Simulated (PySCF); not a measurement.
MgHBr, SMILES [Br][MgH].

Coordinates come from a B3LYP-D3(BJ)/def2-TZVP optimisation.

All values below come from B3LYP-D3(BJ)/def2-TZVP in PySCF.

Frequencies are harmonic and unscaled.

Modes within 1.5 cm⁻¹ of each other (mostly degenerate sets) share a row, with their intensities summed.

Computed harmonic wavenumbers and intensities:
```tsv
mode	ν (cm⁻¹)	IR (km/mol)	moving atoms (share of kinetic energy)
1–2	308	461.7	H 89 %, Mg 11 %
3	377	37.9	Mg 73 %, Br 24 %
4	1676	178.6	H 96 %
```
